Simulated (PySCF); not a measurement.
A database entry of computed molecular properties. Lists by class give the value and the number of equivalent atoms.

```json
{
 "formula": "C5H4O2S",
 "smiles": "O=C(O)c1ccsc1",
 "charge": 0,
 "multiplicity": 1,
 "geometry_level": "PBE0-D3(BJ)/def2-SVP",
 "electronic_structure_code": "PySCF",
 "results": {
  "PBE0-D3(BJ)/def2-SVP geometry optimisation, gas phase": {
   "point_group": "Cs",
   "rotational_constants_GHz": [4.495, 1.175, 0.931]
  },
  "CAM-B3LYP/def2-SVPD ground state, ΔSCF and vertical TDDFT (core frozen in the response)": {
   "dipole_D": 1.78,
   "homo_eV": -8.65,
   "lumo_eV": -0.36,
   "S1_eV": 5.37,
   "strongest_line_of_10_singlets_eV": 6.6,
   "T1_tda_eV": 3.63,
   "polarisability_au": 82.2,
   "vertical_ip_eV": 9.35,
   "r2_bohr2_about_centre_of_nuclear_charge": 1140.9,
   "singlets_eV_and_f": [
    [5.37, 0.026],
    [5.37, 0.001],
    [5.64, 0.198],
    [6.5, 0.003],
    [6.6, 0.343],
    [6.61, 0.003],
    [6.95, 0.195],
    [7.0, 0.001],
    [7.31, 0.008],
    [7.43, 0.005]
   ],
   "triplets_tda_eV": [3.63, 4.37, 4.94, 5.0]
  },
  "B97-2/pcSseg-2 ground state and GIAO shieldings, non-relativistic": {
   "shift_vs_computed_TMS_C_by_class_ppm": [
    [166.1, 1],
    [142.6, 1],
    [139.4, 1],
    [137.1, 1],
    [133.9, 1]
   ],
   "shift_vs_computed_TMS_H_by_class_ppm": [
    [8.2, 1],
    [7.96, 1],
    [7.27, 1],
    [5.75, 1]
   ],
   "shielding_other_nuclei_by_class_ppm": [
    ["O", -64.2, 1],
    ["O", 133.9, 1],
    ["S", 248.8, 1]
   ]
  }
 }
}
```

With B = h/(8π²I), that is 505.379 GHz u Å² over I, the principal moments of inertia are 112.4, 430.1 and 542.5 u Å² (most abundant isotopes). In atomic units the dipole is 0.70 e·bohr (1 au = 2.5417 D). No computed singlet falls in the visible range (750 to 380 nm, 1.65 to 3.26 eV); S1 lies 2.11 eV above its blue end. The principal polarisabilities are 50.7, 85.2 and 110.9 au; their mean is the isotropic value. S1 lies 2.92 eV below the HOMO–LUMO gap; its leading configuration is HOMO→LUMO, weight 0.79.

Shape of the structure used: `[O:1]=[C:2]([OH:3])[c:4]1[cH:5][cH:6][s:7][cH:8]1`: O1–C2–C4–C5 0°, H–O3–C2–O1 0°.

One conformer stands for the species.
